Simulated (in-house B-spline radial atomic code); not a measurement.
Results of a calculation; reference values are marked as such.
Making a Troullier-Martins p channel for Te, r_c = 2.19 bohr

Te, [Kr] 4d10 5s2 5p4, non-relativistic LDA (VWN5), spherical and spin-unpolarised, from an all-electron radial atomic-structure program (B-spline basis) (atomic units). The all-electron 5p level is ε = -0.226594 hartree, its outermost node lies just inside 1.03 bohr and its outer maximum at 2.19 bohr.

Inside r_c the pseudo-orbital is u(r) = r^2 exp(p(r)), with p = c0 + c2 r² + c4 r⁴ + … + c12 r¹². The seven coefficients follow from p and its first four derivatives at r_c, from zero curvature of the screened potential at the origin, c4 = −c2²/(2l + 5), and from the norm inside r_c. At r_c the all-electron orbital has P = 0.6802595, P' = -0.005558586, the screened potential V = -0.8432713, V' = 0.9446157, V'' = -1.473899, and the norm inside is Q = 0.3513219.

**Question.** What are p, p' and p'' at r_c?

**Answer.** p = ln(P/r_c^2) = ln(0.6802595/4.7961) = -1.95308. p' = P'/P − 2/r_c = -0.00817 − 0.91324 = -0.92141. The radial equation gives p'' = 2(V − ε) − 2(2) p'/r_c − p'² = -1.23335 − (-1.68295) − 0.84900 = -0.39941. Differentiating, p''' = 2V' + 2(2)p'/r_c² − 2(2)p''/r_c − 2p'p'' = 1.1142, and p'''' = 2V'' − 4(2)p'/r_c³ + 4(2)p''/r_c² − 2(2)p'''/r_c − 2p''² − 2p'p''' = -3.2131.

For a trial c2 the five matching conditions are linear in c0, c6, c8, c10 and c12, and c2 is varied until the norm inside r_c equals Q. The root nearest zero gives:

| n | c_n |
| --- | --- |
| 0 | -1.594708 |
| 2 | 0.1580017 |
| 4 | -0.003566362 |
| 6 | -0.04091734 |
| 8 | 0.01160138 |
| 10 | -0.001314891 |
| 12 | 5.572872e-05 |

**Question.** Check c4 and p(r_c), and find the screened pseudopotential at the origin.

**Answer.** −c2²/7 = -0.00356636, as listed. The terms c_n r_c^n are -1.59471, 0.75779, -0.08204, -4.51411, 6.13850, -3.33681, 0.67828, which sum to -1.95308. Inverting the radial equation, V_l(r) = ε + 2 p'/r + (p'' + p'²)/2, so V_l(0) = ε + (2l + 3) c2 = -0.226594 + 5 × (0.158002) = 0.5634 hartree, finite where the all-electron potential diverges.

Orbitals and screened potentials:

| r (bohr) | P | u | V all-electron | V pseudo |
| --- | --- | --- | --- | --- |
| 0.219 | 0.1971 | 0.009808 | -108.5 | 0.5609 |
| 0.548 | -0.2729 | 0.06383 | -21.37 | 0.4747 |
| 0.876 | -0.1641 | 0.1729 | -7.737 | 0.09195 |
| 1.205 | 0.2247 | 0.3391 | -3.627 | -0.6231 |
| 1.533 | 0.5072 | 0.5217 | -2.016 | -1.22 |
| 1.862 | 0.6456 | 0.6458 | -1.254 | -1.2 |
| 2.19 | 0.6803 | 0.6803 | -0.8433 | -0.8433 |

Logarithmic derivatives P'/P at R = 2.49 bohr, for energies E around ε:

```
E − ε (hartree)  all-electron      pseudo
           -0.5      0.620954    0.617598
          -0.25      0.272071    0.270739
           -0.1     0.0091417  0.00884801
              0     -0.199337   -0.199336
            0.1     -0.444528   -0.445011
           0.25      -0.91303   -0.917756
            0.5      -2.23236    -2.28244
```

**Question.** With P(R) = 0.6578361 and a norm of 0.4868809 inside R, what slope in energy does norm conservation fix?

**Answer.** d(P'/P)/dE = −2 × (norm inside R)/P(R)² = -2.2502 per hartree·bohr at E = ε, for both atoms, since orbital and norm agree at R. Differences over ±0.1 hartree give -2.2683 (all-electron) and -2.2693 (pseudo), which also hold third-order terms. Half a hartree below ε the two curves differ by -0.0034.
